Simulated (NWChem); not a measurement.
# C$_{3}$H$_{5}$Cl; SMILES C1CC1Cl

```xyz
9

Cl    -0.0866    -1.3962     0.0000
C      0.5465     0.2469     0.0000
C     -0.1779     1.3130    -0.7522
C     -0.1779     1.3130     0.7522
H      1.6391     0.2478     0.0000
H      0.4204     2.0560    -1.2870
H     -1.1028     1.0224    -1.2565
H      0.4204     2.0560     1.2870
H     -1.1028     1.0224     1.2565
```
Atoms are numbered in this order, from 1.

Results from NWChem. Geometry optimised at PBE0/def2-SVP; all other runs use it. 

```
quantity                                                          level  value
--------------------------------------------------  -------------------  -----
vertical ionisation energy, ΔSCF (eV)                      PBE/def2-SVP   9.77
solvation free energy (kcal/mol) in n-hexane         PBE0/def2-SVP, SMD   -4.3
anisotropy (bohr³), static                               PBE0/def2-SVPD   13.6
vertical, lowest state with f > 0.02, singlet (eV)  PBE0/def2-SVPD, TDA   7.55
dipole (D)                                                PBE0/def2-SVP   1.79
highest harmonic frequency (cm⁻¹)                         PBE0/def2-SVP   3262
```
